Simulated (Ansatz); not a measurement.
Reaction (redistribution): `CB1O[SiH2]1` + `NC1O[SiH2]1` → `NB1O[SiH2]1` + `CC1O[SiH2]1`

Program: Ansatz. Geometries: PBE0-D4/def2-TZVP. ΔE: electronic, gas phase. CCSD(T)/CBS is the MP2 limit (def2-TZVPP, def2-QZVPP) plus CCSD(T) − MP2 in def2-TZVPP, frozen cores. Functionals use def2-TZVPP. HSE06 is defined as in plane-wave codes. Each species was taken in one conformer, which may not be the lowest.

`CB1O[SiH2]1`:

Cartesian coordinates in Å:
```
C 0.840 -0.940 -1.041
B 0.105 -0.079 0.011
O 0.284 0.134 1.327
Si -1.103 1.107 0.893
H 1.683 -1.486 -0.611
H 1.203 -0.310 -1.859
H 0.146 -1.656 -1.494
H -2.312 0.681 1.639
H -0.845 2.548 1.135
```

`NC1O[SiH2]1`:

Z-matrix (Å, degrees):
```
C
O 1 1.516
Si 1 1.812 2 58.8
N 1 1.399 2 117.7 3 -117.7
H 1 1.088 2 108.6 3 113.7
H 3 1.481 1 123.8 2 101.5
H 3 1.483 1 120.6 2 -102.0
H 4 1.013 1 112.6 2 -68.1
H 4 1.010 1 113.9 2 57.3
```

`NB1O[SiH2]1`:

Cartesian coordinates in Å:
```
N -0.468 -1.652 -0.309
B -0.038 -0.362 -0.055
O 1.194 0.152 0.255
Si 0.116 1.501 0.220
H -1.422 -1.874 -0.526
H 0.157 -2.442 -0.290
H -0.002 2.183 1.533
H 0.463 2.493 -0.828
```

`CC1O[SiH2]1`:

Z-matrix (Å, degrees):
```
C
C 1 1.498
H 1 1.092 2 111.7
H 1 1.093 2 110.1 3 -120.4
H 1 1.095 2 110.5 3 120.2
O 2 1.478 1 114.1 3 -53.7
Si 2 1.811 1 125.2 3 15.2
H 2 1.091 1 114.1 3 177.8
H 7 1.480 2 121.3 1 0.6
H 7 1.480 2 123.2 1 161.4
```

Task: Is it downhill or uphill in electronic energy at CCSD(T)/CBS, and by how much? (Best estimate.)

Result: Ansatz gave: Downhill: ΔE = -106.3 kJ/mol.

Task: What do these levels give: LDA (SPW92), BLYP-D4, HSE06-D4, CAM-B3LYP-D4, revPBE, CCSD(T)/def2-TZVPP? (Best estimate.)

Result: The calculation gave: LDA (SPW92) -103.2, BLYP-D4 -101.1, HSE06-D4 -104.2, CAM-B3LYP-D4 -108.4, revPBE -96.5, CCSD(T)/def2-TZVPP -105.9 kJ/mol.

Largest T1 diagnostic among the species: 0.015.

From r2SCAN to r2SCAN0 (25 % exact exchange), in def2-TZVPP and without D4, ΔE moves by −3.9 kJ/mol. Leaving LDA and LC-ωPBE aside and taking each functional with its dispersion term where it has one, the values, not all of them listed here, spread over 14.0 kJ/mol, from BHLYP-D4 to revPBE-D4. LDA lies −4.7 kJ/mol from PBE without D4. In def2-TZVPP, CCSD(T) changes the Hartree–Fock value by +8.9 kJ/mol (the triples alone add +2.3 kJ/mol) and MP2 by +6.1 kJ/mol.
